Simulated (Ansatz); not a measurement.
Reaction (substitution at a C–O bond): `FCOC1=C[SiH2]1` + H₂S → `SC1=C[SiH2]1` + `OCF`

Computed with Ansatz on PBE0-D4/def2-TZVP structures; ΔE is electronic, products minus reactants. CBS: MP2 limit from def2 TZ/QZ plus the TZ coupled-cluster correction, frozen cores. This one scheme is used for every species. DFT in def2-TZVPP. One conformer a species, not always the lowest.

```csv
level,ΔE (eV)
ωB97M-V,-0.30
B2PLYP,-0.34
```

(1) What does CCSD(T)/CBS give? (An estimate is asked.)

Largest T1 diagnostic among the species: 0.014.

Answers

(1) The calculation gave: -0.35 eV. The listed levels differ from it by 0.05, 0.01 eV.

In def2-TZVPP, CCSD(T) changes the Hartree–Fock value by −0.04 eV (the triples alone add −0.01 eV) and MP2 by −0.13 eV.
